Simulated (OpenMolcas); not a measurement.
# Sn²⁺: effect of the active space

```json
{
 "Program": "OpenMolcas 26.06",
 "Method": "CASSCF or its RAS form",
 "Basis": "ANO-RCC-VTZP",
 "Scalar Hamiltonian": "DKH2, point nucleus",
 "Spin-orbit coupling": "state interaction with AMFI integrals over the reference wave functions, term energies averaged over their components"
}
```

A. 2 electrons in 4 orbitals (5s 5p); 2S+1 = 3 even, 3 roots; 2S+1 = 1 even, 7 roots; 2S+1 = 3 odd, 3 roots; 2S+1 = 1 odd, 3 roots; cost of the order of 13 core-seconds
B. 2 electrons in 8 orbitals (5s 5p 6s 6p); 2S+1 = 3 even, 3 roots; 2S+1 = 1 even, 7 roots; 2S+1 = 3 odd, 3 roots; 2S+1 = 1 odd, 3 roots; cost about 19 core-seconds
C. 2 electrons in 9 orbitals (RAS2 5s 5p; RAS3 5d, at most 2 electrons); 2S+1 = 3 even, 3 roots; 2S+1 = 1 even, 7 roots; 2S+1 = 3 odd, 3 roots; 2S+1 = 1 odd, 3 roots; cost of the order of 20 core-seconds

Energies in cm-1 above 5s2 1S0, the measured ground level; measured values from Moore, Atomic Energy Levels, vol. III, NSRDS-NBS 35 (1971 reprint of NBS Circular 467, 1958).

```tsv
Level	A	B	C	Measured
5s2 1S0	0.0	0.0	0.0	0.0
5s 5p 3P* 0	48732	49598	48021	53548
5s 5p 3P* 1	50204	51068	49466	55196
5s 5p 3P* 2	53464	54331	52740	59229
5s 5p 1P* 1	85113	85820	79830	79911
5p2 3P0	123604	124979	122635	127308
5p2 1D2	137063	137839	120626	128205
```

Deviations, from unrounded energies. A percentage is the sum of absolute deviations over the sum of measured energies, with the sign that they share, or ± where signs differ.

```
           Against measurement  Levels     A     B     C
mean absolute deviation (cm-1)       6  5600  5100  5000
      other configurations (%)       6  ±6.6  ±6.1  -6.0
```

B, C lie about equally close to measurement and A furthest from it. The largest miss of C in the table is 5p2 1D2, by -7600 cm-1. The ranking rests on the paired levels alone, and a cruder setting can come out closer through cancelling errors.

Among A to C the level of the table that moves most is 5p2 1D2, by 17000 cm-1 (lowest in C, highest in B).

The ¹D term of p² mixes with s d, which this space lacks (holds for A; B). The run also gave levels led by 5s 6s, which use shells meant for correlation; these and all levels above them are left out (holds for B). Active for correlation alone: 5d; no level in the range computed is led by a configuration that fills it, so any true level of that kind is missing (holds for C). Some terms mix strongly with configurations of 5d, whose occupation reaches 0.30 (5p2 1D) (holds for C). Measured partners are found by configuration, term and J. A level has none where our copy of the source lacks it or the pairing is in doubt (some pairs that miss far off the trend of their configuration count as doubtful), and it then counts in no deviation. Only configurations of the active space appear. The table leaves out levels that lie high or whose names do not pair safely across all columns.

* marks odd parity.
